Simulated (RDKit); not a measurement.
Internal rotation in SMILES S([SiH2][SiH2]O[SiH3])C (CH₁₀OSSi₃). Scanned: dihedral C1–S2–Si3–Si4 and dihedral S2–Si3–Si4–O5; all other coordinates were relaxed at GFN2-xTB. GFN2-xTB can order the conformers of Si and Ge chains otherwise than DFT does. Points at φ and −φ are mirror images.

Atom numbering (GFN2-xTB optimised geometry, Å):
```
16

C     -3.8654     0.1603     0.2092
S     -2.5405    -0.3613    -0.9185
Si    -0.8315     0.0659     0.3183
Si     1.0405    -0.4929    -0.8770
O      2.2147    -0.0721     0.1609
Si     3.7109     0.1496     0.7408
H     -3.8265    -0.4369     1.1145
H     -3.7474     1.2132     0.4443
H     -4.8053    -0.0040    -0.3065
H     -1.0940    -0.6678     1.5683
H     -1.0075     1.4757     0.7067
H      1.2217    -1.9180    -1.1751
H      1.2740     0.2561    -2.1166
H      3.7696     1.5650     1.0940
H      4.6795    -0.1991    -0.2952
H      3.8073    -0.7335     1.8993
```

Calculation: MMFF94 // GFN2-xTB (RDKit).

Energy in kJ/mol above the lowest grid point; x is the dihedral C1–S2–Si3–Si4 (°), y the dihedral S2–Si3–Si4–O5 (°).

| y \ x | -150 | -120 | -90 | -60 | -30 | 0 | 30 | 60 | 90 | 120 | 150 | 180 |
|---|---|---|---|---|---|---|---|---|---|---|---|---|
| 180 | 14.7 | 15.8 | 15.5 | 17.3 | 24.5 | 27.2 | 24.5 | 17.3 | 15.5 | 15.8 | 14.7 | 14.1 |
| 150 | 17.5 | 18.9 | 17.8 | 19.3 | 24.6 | 28.4 | 27.7 | 23.1 | 20.7 | 20.4 | 18.3 | 17.3 |
| 120 | 28.9 | 27.4 | 24.2 | 24.7 | 30.1 | 35.4 | 32.6 | 33.9 | 32.1 | 26.8 | 23.8 | 24.9 |
| 90 | 11.4 | 9.7 | 19.3 | 24.6 | 24.3 | 23.5 | 23.4 | 18.5 | 16.2 | 18.4 | 14.6 | 12.5 |
| 60 | 2.7 | 0.0 | 17.5 | 20.6 | 15.2 | 15.6 | 15.2 | 10.0 | 10.6 | 7.0 | 4.6 | 3.7 |
| 30 | 5.2 | 4.5 | 17.0 | 20.5 | 18.2 | 19.0 | 13.8 | 11.1 | 6.0 | 15.0 | 12.3 | 10.5 |
| 0 | 11.7 | 11.2 | 13.3 | 14.6 | 24.2 | 22.9 | 24.2 | 14.6 | 13.3 | 11.2 | 11.7 | 16.3 |
| -30 | 12.3 | 15.0 | 6.0 | 11.1 | 13.8 | 19.0 | 18.2 | 20.5 | 17.0 | 4.5 | 5.2 | 10.5 |
| -60 | 4.6 | 7.0 | 10.6 | 10.0 | 15.2 | 15.6 | 15.2 | 20.6 | 17.5 | 0.0 | 2.7 | 3.7 |
| -90 | 14.6 | 18.4 | 16.2 | 18.5 | 23.4 | 23.5 | 24.3 | 24.6 | 19.3 | 9.7 | 11.4 | 12.5 |
| -120 | 23.8 | 26.8 | 32.1 | 33.9 | 32.6 | 35.4 | 30.1 | 24.7 | 24.2 | 27.4 | 28.9 | 24.9 |
| -150 | 18.3 | 20.4 | 20.7 | 23.1 | 27.7 | 28.4 | 24.6 | 19.3 | 17.8 | 18.9 | 17.5 | 17.3 |

The six lowest points that lie below all their neighbours on the grid: x = -120, y = 60 (0.0 kJ/mol); x = 120, y = -60 (0.0 kJ/mol); x = -90, y = -30 (6.0 kJ/mol); x = 90, y = 30 (6.0 kJ/mol); x = 180, y = 180 (14.1 kJ/mol); x = -30, y = 60 (15.2 kJ/mol). The lowest path on the grid from the first to the second passes x = 120, y = 0 at 11.2 kJ/mol.

MMFF94 has few fitted parameters for silicon.
